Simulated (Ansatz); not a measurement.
Basis sets compared for LaO3H3 (the lowest singlet isomer of a short search). Charge 0, multiplicity 1. Geometry r2SCAN-D4/def2-SVP. Ansatz on 4 threads of Arm Neoverse V2 on a shared host; times are rough, and most runs start from earlier orbitals.

| atom | x (Å) | y (Å) | z (Å) |
| --- | --- | --- | --- |
| La1 | 0.513 | -0.313 | 0.405 |
| O2 | -0.583 | -0.365 | -1.611 |
| O3 | -1.397 | -1.345 | -0.851 |
| O4 | 0.639 | 1.665 | 1.273 |
| H5 | 2.479 | -1.231 | 0.281 |
| H6 | 0.644 | 2.597 | 1.507 |
| H7 | -2.294 | -1.009 | -1.005 |

In the def2 sets La takes a core potential; there is no spin–orbit coupling. The structure holds one bond between oxygen atoms, so isomers without such links may lie far lower. The structure comes from a short search, and lower isomers may exist.

```tsv
level	functions	energy (Eh)	HOMO (eV)	LUMO (eV)	wall time
PBE-D4/def2-SVP	89	-258.6722	-4.88	-2.11	0.7 s
PBE-D4/def2-TZVP	151	-258.9521	-5.01	-2.19	1 s
r2SCAN-D4/def2-TZVP	151	-259.0658	-5.25	-1.75	2.2 s
PBE0-D4/def2-SVP	89	-258.6364	-6.08	-1.46	0.8 s
PBE0-D4/def2-TZVP	151	-258.9152	-6.20	-1.51	1.2 s
```

Question: Estimate the rows for PBE-D4/def2-TZVPD, r2SCAN-D4/def2-TZVPD, PBE0-D4/def2-TZVPD.

Answer: 
```json
{"level": "PBE-D4/def2-TZVPD", "functions": "190", "energy (Eh)": "-258.9559", "HOMO (eV)": "-5.06", "LUMO (eV)": "-2.23", "wall time": "1.5 s"}
{"level": "r2SCAN-D4/def2-TZVPD", "functions": "190", "energy (Eh)": "-259.0687", "HOMO (eV)": "-5.28", "LUMO (eV)": "-1.77", "wall time": "3.4 s"}
{"level": "PBE0-D4/def2-TZVPD", "functions": "190", "energy (Eh)": "-258.9184", "HOMO (eV)": "-6.23", "LUMO (eV)": "-1.53", "wall time": "1.6 s"}
```
